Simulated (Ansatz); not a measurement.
Program: Ansatz. Geometries: PBE0-D4/def2-TZVP. ΔE: electronic, gas phase. CCSD(T)/CBS is the MP2 limit (def2-TZVPP, def2-QZVPP) plus CCSD(T) − MP2 in def2-TZVPP, frozen cores. Functionals use def2-TZVPP. One conformer a species, not always the lowest.

Consider the redistribution: `FB(F)B(F)F` + `C#[C][AlH2]` → `C#CB(F)F` + `F[B](F)[AlH2]`.

```csv
species,ωB97M-V energy (Eh)
`FB(F)B(F)F`,-449.39727
`C#[C][AlH2]`,-320.35183
`C#CB(F)F`,-301.46062
`F[B](F)[AlH2]`,-468.27926
```

Work out ΔE.

ΔE = (-301.46062) + (-468.27926) − (-449.39727) − (-320.35183) = 0.00922 Eh = +5.8 kcal/mol. CCSD(T)/CBS gives +6.1 kcal/mol.

Largest T1 diagnostic among the species: 0.014.

Leaving LDA and LC-ωPBE aside and taking each functional with its dispersion term where it has one, the values, not all of them listed here, spread over 3.0 kcal/mol, from PBE-D4 to B97M-V. LDA lies −0.7 kcal/mol from PBE without D4. From BLYP to BHLYP (50 % exact exchange), in def2-TZVPP and without D4, ΔE moves by +1.2 kcal/mol.
